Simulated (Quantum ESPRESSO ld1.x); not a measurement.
All-electron atom: Os LXVIII in [He] 2s2 2p5.

Calculated with ld1.x of Quantum ESPRESSO 7.5: scalar-relativistic Kohn-Sham, relativistic LDA (MacDonald-Vosko exchange, VWN5 correlation), spin-unpolarised, spherical densities, point nucleus.

Energy parts (Ry):
| part | energy |
|---|---|
| total | -22144.385 |
| kinetic | 25373.197 |
| electron-nucleus | -48715.753 |
| Hartree | 1383.739 |
| exchange-correlation | -185.567 |

Orbitals (lengths in bohr, moments of r in powers of bohr; r(max) is where P^2 peaks; r(90%) holds 90 % of the orbital's charge):
1s: occ. 2; eigenvalue (Ry) -5867.01; r(90%) 0.0324; r(max) 0.011
2s: occ. 2; eigenvalue (Ry) -1376.96; r(90%) 0.114; r(max) 0.063
2p: occ. 5; eigenvalue (Ry) -1262.24; r(90%) 0.107; r(max) 0.052

The highest occupied level is 2p at -17173.6 eV. For comparison, the ionisation energy in NIST's Atomic Spectra Database is 16900 eV (theoretical). In exact Kohn-Sham theory the highest level is minus the ionisation energy, but local and semilocal functionals leave it too shallow, through self-interaction and a potential that decays too fast; potentials with the right tail come closer. The density falls to 0.001 e/bohr^3 at r = 0.30 bohr.

Beside tabulated values, note that spin-unpolarised runs miss the spin-polarisation part of the exchange energy of open shells.
